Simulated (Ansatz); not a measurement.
`[SiH3][SiH2]S` + `[SbH3]` → `[SiH3][SbH2]` + `[SiH3]S` at 298.15 K and 1 bar (formal exchange of groups at the Si–Si bond).

Computed with Ansatz on PBE0-D4/def2-TZVP structures; ΔE is electronic, products minus reactants. CCSD(T)/CBS adds triple-zeta CCSD(T) − MP2 to the extrapolated MP2 energy (def2 sets, frozen cores). def2 core potentials past Kr. For Sb outer-core shells are correlated without core-valence functions, which leaves a few kJ/mol of doubt a bond. Each species was taken in one conformer, which may not be the lowest.

| species | CCSD(T)/CBS energy (Eh) | H − E (kJ/mol) | S (J/(mol·K)) |
| --- | --- | --- | --- |
| `[SiH3][SiH2]S` | -979.55409 | 154.2 | 338.3 |
| `[SbH3]` | -241.78682 | 60.8 | 232.7 |
| `[SiH3][SbH2]` | -532.08095 | 115.3 | 306.1 |
| `[SiH3]S` | -689.27336 | 102.7 | 272.7 |

H − E and S are ideal-gas, rigid-rotor, harmonic terms from PBE0-D4/def2-TZVP, for one conformer and one mirror image of each species. 1 Eh = 2625.50 kJ/mol, R = 8.31446 J/(mol·K).

By hand: ΔE, ΔH, ΔS and ΔG.

ΔE = (-532.08095) + (-689.27336) − (-979.55409) − (-241.78682) = -0.01340 Eh = -35.2 kJ/mol. Δ(H − E) = 115.3 + 102.7 − 154.2 − 60.8 = 3.0, so ΔH = -32.2 kJ/mol. ΔS = 306.1 + 272.7 − 338.3 − 232.7 = 7.8 J/(mol·K). ΔG = -32.2 − 298.15 × (7.8)/1000 = -34.5 kJ/mol.

By hand: the equilibrium constant, and the temperature at which ΔG would vanish if ΔH and ΔS stayed fixed.

log₁₀ K = −ΔG/(RT ln 10) = 6.0. ΔH and −TΔS have one sign here, so there is no such temperature.

The number of gas molecules stays the same, so ΔS is small and ΔH decides. A doubt of 5 kJ/mol in ΔE shifts log₁₀ K by 0.9 here. Other conformers and mirror images would add mixing entropy, several J/(mol·K) or more a flexible species. These are equilibria of isolated gas molecules and say nothing of rates. Largest T1 diagnostic: 0.014 (customary marks: 0.02 for closed shells, 0.045 for open ones).

ΔS is within the doubt of such terms, so its sign, and with it that verdict, could turn.
